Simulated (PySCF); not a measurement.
Isomers of CH6OSi2. All species are isolated molecules in the gas phase. One relaxed conformer stands for each flexible species; it need not be the lowest. Strings in code marks are SMILES.

All values below come from TPSSh-D3(BJ)/def2-TZVP // B3LYP-D3(BJ)/def2-TZVP in PySCF 2.14.0. All candidates: neutral, multiplicity 1. Excitations are Tamm–Dancoff values on a coarser integration grid. The basis has no diffuse functions, so Rydberg states are missing or too high.

```yaml
LUMO: -2.20 eV
brightest of the four lowest singlets (TDA): 4.39 eV
T1 excitation (TDA): 1.70 eV
```

Identify which member has these values.
(A) `C/[SiH]=[SiH]\O` (Si–Si–O–H torsion 132°)
(B) `OC[SiH]=[SiH2]` (H–O–C–Si torsion -173°, O–C–Si–Si torsion -106°)
(C) `[SiH2]=CO[SiH3]` (Si–C–O–Si torsion 0°)
(D) `O=C([SiH3])[SiH3]`

B, `OC[SiH]=[SiH2]` (H–O–C–Si torsion -173°, O–C–Si–Si torsion -106°). The others give `[SiH2]=CO[SiH3]` (Si–C–O–Si torsion 0°): -1.36 eV, 5.10 eV, 2.36 eV; `C/[SiH]=[SiH]\O` (Si–Si–O–H torsion 132°): -2.07 eV, 4.37 eV, 1.52 eV; `O=C([SiH3])[SiH3]`: -2.46 eV, 5.25 eV, 1.84 eV
